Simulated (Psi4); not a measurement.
Calculation: SAPT0/jun-cc-pVDZ, frozen core run with Psi4.

Psi4 input:

```
molecule {
0 1
C 0.00000025 -0.00000049 0.00000122
H -0.03903749 0.13546677 1.07998308
H -0.68085655 -0.79891387 -0.29052974
H -0.29481774 0.92542122 -0.49286407
H 1.01471153 -0.26197363 -0.29659049
--
0 1
F -1.04936403 -1.61474514 5.17352028
C -0.18335315 -0.85598021 4.51591319
F -0.09643655 -1.27129379 3.25967534
F -0.59497239 0.40447619 4.53714969
F 1.00720118 -0.94227880 5.09343092
units angstrom
symmetry c1
no_reorient
no_com
}
set basis jun-cc-pvdz
set scf_type df
set freeze_core true
energy('sapt0')
```

Part of the output:

```
    SAPT Results
  --------------------------------------------------------------------------------------------------------
    Electrostatics                 -0.37777932 [mEh]      -0.23706010 [kcal/mol]      -0.99185946 [kJ/mol]
      Elst10,r                     -0.37777932 [mEh]      -0.23706010 [kcal/mol]      -0.99185946 [kJ/mol]

    Exchange                        1.27954893 [mEh]       0.80292907 [kcal/mol]       3.35945525 [kJ/mol]
      Exch10                        1.27954893 [mEh]       0.80292907 [kcal/mol]       3.35945525 [kJ/mol]
      Exch10(S^2)                   1.27833404 [mEh]       0.80216672 [kcal/mol]       3.35626556 [kJ/mol]

    Induction                      -0.07032454 [mEh]      -0.04412932 [kcal/mol]      -0.18463706 [kJ/mol]
      Ind20,r                      -0.37539630 [mEh]      -0.23556474 [kcal/mol]      -0.98560286 [kJ/mol]
      Exch-Ind20,r                  0.37741758 [mEh]       0.23683311 [kcal/mol]       0.99090972 [kJ/mol]
      delta HF,r (2)               -0.07234582 [mEh]      -0.04539769 [kcal/mol]      -0.18994393 [kJ/mol]

    Dispersion                     -0.67376450 [mEh]      -0.42279361 [kcal/mol]      -1.76896846 [kJ/mol]
      Disp20                       -0.74061434 [mEh]      -0.46474252 [kcal/mol]      -1.94448269 [kJ/mol]
      Exch-Disp20                   0.06684984 [mEh]       0.04194891 [kcal/mol]       0.17551423 [kJ/mol]
      Disp20 (SS)                  -0.37030717 [mEh]      -0.23237126 [kcal/mol]      -0.97224134 [kJ/mol]
      Disp20 (OS)                  -0.37030717 [mEh]      -0.23237126 [kcal/mol]      -0.97224134 [kJ/mol]
      Exch-Disp20 (SS)              0.03558404 [mEh]       0.02232932 [kcal/mol]       0.09342589 [kJ/mol]
      Exch-Disp20 (OS)              0.03126580 [mEh]       0.01961958 [kcal/mol]       0.08208834 [kJ/mol]

  Total HF                          0.83144507 [mEh]       0.52173966 [kcal/mol]       2.18295873 [kJ/mol]
  Total SAPT0                       0.15768057 [mEh]       0.09894605 [kcal/mol]       0.41399027 [kJ/mol]
```
